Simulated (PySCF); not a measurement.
# Ions at one geometry of PbBr4

PySCF 2.14.0, RKS PBE0, Pb def2-SVP with ECP60, Br def2-SVP; non-relativistic Hamiltonian with scalar-relativistic core potentials where named; density fitting; no spin-orbit coupling; singlets restricted, open shells unrestricted. The geometry is relaxed for charge 0, singlet, vacuum:

```xyz
5

Pb    0.0000    0.0000    0.0000
Br    1.4791    1.4791    1.4791
Br   -1.4791   -1.4791    1.4791
Br    1.4791   -1.4791   -1.4791
Br   -1.4791    1.4791   -1.4791
```

Energies count from the relaxed state; an electron taken off or put on is at rest in vacuum. Charges and spins are Mulliken's.

```csv
state,energy (eV),spin squared,charge on Pb1 (e),spin on Pb1 (e),dipole about the centre of mass (D)
"charge 0, singlet, vacuum",0.00,0.00,0.80,0.00,0.00
"charge +1, doublet, vacuum",10.59,0.75,0.81,-0.07,0.00
```

**Question.** What does the state charge -1, doublet, vacuum give?

**Answer.** energy (eV) -3.23, spin squared 0.75, charge on Pb1 (e) 0.69, spin on Pb1 (e) 0.22, dipole about the centre of mass (D) 0.00.

With an electron taken off (doublet) the charges change, summed by element, by Pb +0.01 e, Br +0.99 e. The vertical ionisation energy is 10.59 eV, against −ε(HOMO) = 8.85 eV of the relaxed state. The level lies 1.7 eV too high, as is usual for semilocal functionals and global hybrids, which keep a self-interaction error.

With an electron put on (doublet) the charges change, summed by element, by Pb -0.11 e, Br -0.89 e. The vertical electron affinity is 3.23 eV, against −ε(LUMO) = 4.95 eV of the relaxed state. The basis has no diffuse functions, which an added electron needs.

Open shells may have lower solutions than those found.
